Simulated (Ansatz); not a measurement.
`NB(N)F` + `[OH][GeH3]` → `NB(F)[O][GeH3]` + NH₃  (ligand exchange at a B–N bond)

Computed with Ansatz on PBE0-D4/def2-TZVP structures; ΔE is electronic, products minus reactants. CCSD(T)/CBS is the MP2 limit (def2-TZVPP, def2-QZVPP) plus CCSD(T) − MP2 in def2-TZVPP, frozen cores. This one scheme is used for every species. DFT in def2-TZVPP. B3LYP here is the variant with VWN-RPA as its local correlation; programs differ in this. For Ge outer-core shells are correlated without core-valence functions, which leaves a few kJ/mol of doubt a bond. Scalar relativity is left out up to krypton. Each species was taken in one conformer, which may not be the lowest.

`NB(N)F`:

Z-matrix (Å, degrees):
```
N
B 1 1.409
H 1 1.003 2 121.2
H 1 1.002 2 124.3 3 -180.0
N 2 1.409 1 124.8 3 -180.0
F 2 1.350 1 117.6 3 0.0
H 5 1.002 2 124.3 1 0.0
H 5 1.003 2 121.2 1 180.0
```

`[OH][GeH3]`:

```xyz
6

O    -0.187   -0.231    1.339
Ge    0.072   -0.110   -0.420
H    -0.314    0.624    1.754
H     0.249   -1.560   -0.878
H     1.332    0.730   -0.708
H    -1.152    0.547   -1.087
```

`NB(F)[O][GeH3]`:

Cartesian coordinates in Å:
```
N -0.304 1.354 -1.715
B 0.017 0.754 -0.491
F 0.611 1.513 0.458
O -0.250 -0.550 -0.235
Ge 0.130 -1.384 1.302
H -0.110 2.318 -1.911
H -0.746 0.846 -2.458
H -0.630 -0.694 2.443
H -0.366 -2.817 1.078
H 1.648 -1.340 1.529
```

NH₃:

```xyz
4

N    -0.242   -0.090    0.112
H     0.352    0.349    0.804
H     0.289   -0.849   -0.296
H    -0.399    0.590   -0.620
```

| level | ΔE (kJ/mol) | difference from CCSD(T)/CBS |
| --- | --- | --- |
| B3LYP-D4 | -41.4 | 1.3 |
| ωB97M-V | -41.3 | 1.4 |
| B2PLYP | -40.9 | 1.8 |
| PBE | -34.5 | 8.2 |
| PBE0 | -35.9 | 6.8 |
| MP2/def2-TZVPP | -43.5 | -0.8 |
| CCSD(T)/def2-TZVPP | -45.5 | -2.8 |
| MP2/def2-QZVPP | -41.9 | 0.8 |
| HF/CBS(def2) | -45.2 | -2.5 |
| CCSD/CBS(def2) | -42.1 | 0.6 |
| CCSD(T)/CBS | -42.7 | 0 |

Largest T1 diagnostic among the species: 0.012.

The D4 term adds −3.5 kJ/mol with B3LYP and −2.1 kJ/mol with PBE0; it sums over pairs of atoms, weighted by their polarisabilities, and B3LYP, whose exchange is more repulsive, gets the larger term.
